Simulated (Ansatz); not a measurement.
Total energies of the cluster Si5Mo2⁺ from Ansatz at PBE0-D4/def2-TZVP, gas phase (1 Eh = 27.2114 eV = 2625.5 kJ/mol). The reference geometry is relaxed at r2SCAN-D4/def2-SVP.

```xyz
7

Mo   -1.266   -0.482   -0.317
Mo   -0.905   -0.898    1.867
Si   -0.852    1.910   -0.783
Si    1.078   -1.169    0.607
Si    0.615   -1.372   -1.652
Si    1.300    0.832   -0.950
Si    0.030    1.178    1.228
```

```csv
state,geometry,energy (Eh)
charge 1 doublet,reference,-1583.06625
charge 0 triplet,reference,-1583.29541
charge 1 quartet,relaxed at r2SCAN-D4/def2-SVP,-1583.04983
```

In the def2 sets Mo takes a core potential; there is no spin–orbit coupling.

**Question.** Work out the vertical electron affinity, to the triplet.

**Answer.** E(charge 1 doublet) − E(charge 0 triplet) = -1583.06625 − (-1583.29541) = 0.22916 Eh = 6.24 eV.

**Question.** Which of the charge 1 states is lowest, and how far above it are the others?

**Answer.** The doublet. quartet: -1583.04983 − (-1583.06625) = 0.01642 Eh = 43.1 kJ/mol. The quartet differs in its bonds from the reference.

At PBE0-D4/def2-TZVP the charge 1 doublet is spin-contaminated (final ⟨S²⟩ up to 0.90, 0.75 for a pure state). At PBE0-D4/def2-TZVP the charge 1 quartet is spin-contaminated (final ⟨S²⟩ up to 3.93, 3.75 for a pure state). 

The structure comes from a short search, and lower isomers may exist.
